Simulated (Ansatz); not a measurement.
Consider the redistribution: `F[C@@H]1[O][Ge@H]1[SiH3]` + `C[O][GaH2]` → `[SiH3][O][GaH2]` + `[CH3][Ge@H]1[O][C@@H]1F`.

Calculated with Ansatz (gas phase, PBE0-D4/def2-TZVP geometries, no zero-point term in ΔE). CBS: MP2 limit from def2 TZ/QZ plus the TZ coupled-cluster correction, frozen cores. Functionals use def2-TZVPP. For Ga, Ge outer-core shells are correlated without core-valence functions, which leaves a few kJ/mol of doubt a bond. Scalar relativity is left out up to krypton.

`F[C@@H]1[O][Ge@H]1[SiH3]`:

```xyz
10

F    -2.295   -1.895    0.869
C    -1.082   -1.281    0.905
O    -1.108   -0.012    1.372
Ge   -0.648    0.028   -0.456
Si    1.504    0.994   -0.671
H    -0.352   -1.964    1.346
H    -1.854    0.594   -1.215
H     2.428    0.227    0.200
H     1.472    2.420   -0.261
H     1.933    0.889   -2.089
```

`C[O][GaH2]`:

Z-matrix (Å, degrees):
```
C
O 1 1.402
H 1 1.099 2 113.2
H 1 1.096 2 110.0 3 120.7
H 1 1.096 2 110.0 3 -120.7
Ga 2 1.782 1 123.8 3 0.0
H 6 1.565 2 115.8 1 -0.0
H 6 1.555 2 113.9 1 180.0
```

`[SiH3][O][GaH2]`:

Cartesian coordinates in Å:
```
Si 1.156 0.413 0.595
O 0.120 -0.640 -0.091
Ga -1.515 -0.659 -0.807
H 0.578 1.788 0.652
H 2.419 0.468 -0.189
H 1.474 -0.019 1.983
H -1.961 -2.059 -1.318
H -2.269 0.708 -0.825
```

`[CH3][Ge@H]1[O][C@@H]1F`:

Cartesian coordinates in Å:
```
C -0.263 1.159 1.223
Ge -0.266 0.300 -0.513
O 1.309 -0.668 -0.773
C 0.248 -1.528 -0.804
F 0.037 -2.110 -2.017
H -0.048 0.420 1.994
H -1.233 1.615 1.421
H 0.504 1.934 1.243
H -0.513 1.182 -1.738
H 0.225 -2.305 -0.036
```

CCSD(T)/CBS gives -1.80 eV.

Task: Another level gave -1.74 eV. Which?
A. ωB97X-V/def2-TZVPP
B. PBE0-D4/def2-TZVPP
C. r2SCAN/def2-TZVPP
D. PBE-D4/def2-TZVPP

Result: A. ωB97X-V -1.74, PBE-D4 -1.47, PBE0-D4 -1.61, r2SCAN -1.68 eV.

Largest T1 diagnostic among the species: 0.016.

From PBE to PBE0 (25 % exact exchange), in def2-TZVPP and without D4, ΔE moves by −0.14 eV. In def2-TZVPP, CCSD(T) changes the Hartree–Fock value by +0.19 eV (the triples alone add +0.04 eV) and MP2 by +0.07 eV.
